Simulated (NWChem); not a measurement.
# CH6GeTe; SMILES C[Te][GeH3]

Computed with NWChem. Geometry: optimised at PBE-D3(BJ)/def2-SVP. Not confirmed as a minimum by frequencies. def2 effective core potentials on Te; no spin-orbit coupling.

Question: Estimate the computed values for HCTH/407/def2-SVP. Quantities: highest occupied level (eV); orbital gap (eV); dipole (D).

Answer: 
```json
{
 "highest occupied level (eV)": "-5.00",
 "orbital gap (eV)": "3.42",
 "dipole (D)": "0.92"
}
```
